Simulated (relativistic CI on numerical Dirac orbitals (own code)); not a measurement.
# Re³⁺: 4f photoemission

Computed with this model: Dirac-Coulomb-Breit CI, orbitals from a KLI potential per configuration, model QED (radiative potential, 1s self-energy scaled to tabulated hydrogen-like ionisation energies), multiplet model of photoemission in the sudden approximation, unscaled Slater integrals; configurations [Xe] 4f14 5d4 → [Xe] 4f13 5d4; 300 K; Lorentzian 0.25 eV and Gaussian 0.5 eV FWHM. Energies are those of the free ion, without screening or charge transfer. The energies are binding energies and can lie tens of eV above those of solids. S is read from ⟨S²⟩ = S(S + 1).

Field parameters in Wybourne normalisation: Oh B⁴₀ = 21Dq, B⁴₄ = √(5/14) B⁴₀. The field is a parameter set, without covalency.

Computed curve for Oh, 10Dq = 19650 cm⁻¹, scaled to 100 at the maximum (points under 2 are left out and the grid is thinned):

Energy (eV), Intensity and a bar:
```
     78.4        2.3 
     78.6        3.2 
     78.8        5.0 #
     79.0        9.1 ##
     79.1       13.6 ####
     79.3       33.7 ##########
     79.5       71.8 #####################
     79.7      100.0 ##############################
     79.9       83.6 #########################
     80.1       47.0 ##############
     80.2       33.9 ##########
     80.4       21.9 ######
     80.6       19.2 #####
     80.8       20.3 ######
     81.0       23.6 #######
     81.2       24.2 #######
     81.4       19.1 #####
     81.5       15.7 ####
     81.7       10.8 ###
     81.9       10.3 ###
     82.1       15.3 ####
     82.3       26.4 #######
     82.5       38.7 ###########
     82.6       42.6 ############
     82.8       43.5 #############
     83.0       38.3 ###########
     83.2       32.0 #########
     83.4       26.6 #######
     83.6       21.8 ######
     83.8       16.4 ####
     83.9       13.6 ####
     84.1        9.5 ##
     84.3        7.5 ##
     84.5        6.5 #
     84.7        5.6 #
     84.9        4.4 #
     85.0        3.8 #
     85.2        2.9 
     85.4        2.4 
     85.6        2.1
```

The ground state has S = 1.34, and the centroid lies at 81.30 eV.
